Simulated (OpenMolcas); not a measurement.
**Fe4+ in Cs2GeF6: curves along the breathing mode**

Fe4+ with its 6 nearest fluoride ions, on the Ge site of Cs2GeF6 (a = 9.021 Å, distance in the model lattice 1.804 Å). The rest of the host is ab initio model potentials to 7.6 Å and point charges beyond; the distance is set by hand and nothing relaxes. Ligand basis ANO-RCC-VDZP.

* Program: OpenMolcas 26.06
* Method: SS-CASPT2, IPEA 0.25 Eh, imaginary shift 0.1 Eh (closed shells correlated: 3s 3p and the ligand valence shells)
* Basis: ANO-RCC-VDZP [5s4p2d1f]
* Scalar Hamiltonian: DKH2, point nucleus
* Active space: 4 electrons in 5 orbitals (3d)
* State averaging: 2S+1 = 5 even, 5 roots; 2S+1 = 3 even, 45 roots; 2S+1 = 1 even, 50 roots
* Spin-orbit coupling: RASSI with atomic mean-field integrals over the reference wave functions

Spin-free energies (labels of O, the rotations of Oh) in cm-1 above the lowest fitted minimum, as all ligands move together:

```tsv
R (Å)	3T1	5E	1E	3E	3E(2)	1E(2)	5T2
1.74	2400	11280	11420	24300	31040	35230	44190
1.781	350	7760	8950	20310	27240	30950	39680
1.822	90	6530	8410	18580	25710	28830	37660
1.863	1430	7110	9310	18610	25980	28340	37800
1.904	3890	9080	11270	20020	27630	29050	39450
1.945	7260	12120	13970	22490	30360	30610	42150
1.986	11100	15970	17170	25780	33970	32720	45300
```

Cubic fits give the following; the wavenumber is harmonic, with the mass of all moving ligands, small differences in it between states hang on the degree of the fit, a number in brackets counts states of one label, and the table is a selection of at most 14 states with clean curves.

```
State  R0 (Å)  Breathing mode (cm-1)  Minimum (cm-1)
  3T1   1.807                    538               0
   5E   1.829                    556            6500
   1E   1.816                    516            8390
   3E   1.842                    533           18370
3E(2)   1.836                    544           25600
1E(2)   1.857                    480           28290
  5T2   1.840                    570           37510
1E(3)   1.869                    541           52120
3E(3)   1.849                    567           53930
1E(4)   1.870                    512           71190
1E(5)   1.908                    371           84850
```

The minimum of 3E is shifted by +0.0355 Å against 3T1 (from the unrounded fits). With M = 114.0 u for the moving shell, the Huang-Rhys factor in this mode is S = M ω ΔR² / 2ħ = 0.01483 × 114.0 × 538 × 0.0355² = 1.15. Only the first shell moves, against a rigid host.

Roots that are degenerate in the reference are averaged as groups; the widest CASPT2 spread within a group is 2700 cm-1 (the 3-fold group of multiplicity 1 near 82100 cm-1 above the lowest state of its run, R = 1.945). Shifts and gaps below about the spread of the groups concerned are not significant. Over all roots computed the reference weight is 0.64 to 0.70 in R = 1.74, 0.63 to 0.69 in R = 1.781, 0.61 to 0.68 in R = 1.822, 0.60 to 0.67 in R = 1.863, 0.58 to 0.66 in R = 1.904, 0.56 to 0.65 in R = 1.945, 0.52 to 0.65 in R = 1.986; the roots of lowest weight are the least certain, and an intruder state may touch them. An orbital triplet at a regular site is open to Jahn-Teller coupling, which can distort the site and quench the lowest spin-orbit gaps and is left out. This shell can be high or low spin here, a state of another spin lies low, and with metal d orbitals alone active their balance is uncertain, so the ground spin may be wrong, although the usual error favours high spin. Ligand-to-metal charge-transfer states are missing. With no ligand orbital active B as a rule stays too high, so bands that hang on it stand too high and its fall with covalency is understated. With one d shell and no ligand orbital active, 10Dq can be off by a tenth or more. The least metal-like active orbital is 76 % on the metal (Löwdin) and no ligand orbital is active, so the numbers are rough (holds for R = 1.74; R = 1.781; R = 1.822). The least metal-like active orbital is 75 % on the metal (Löwdin) and no ligand orbital is active, so the numbers are rough (holds for R = 1.863; R = 1.904). The least metal-like active orbital is 74 % on the metal (Löwdin) and no ligand orbital is active, so the numbers are rough (holds for R = 1.945). The least metal-like active orbital is 72 % on the metal (Löwdin) and no ligand orbital is active, so the numbers are rough (holds for R = 1.986). No measured value stands beside these numbers.
